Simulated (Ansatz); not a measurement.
Harmonic frequencies (cm⁻¹) at PBE0-D4/def2-TZVP from Ansatz: 61, 100, 135, 163, 238, 348, 400, 516, 611, 715, 847, 863, 898, 916, 926, 935, 1303, 1464, 1470, 1578, 2220, 2233, 3074, 3174, 3177, 3614, 3713.

Each molecule was computed in one conformer, which needn't be the lowest.

**Question.** Which molecule is it?
A. `N[CH2][GeH2][OH]`
B. `NC[Se][SiH3]`
C. `C[Se][SiH2]N`
D. `CN[SiH2][SeH]`

**Answer.** C.
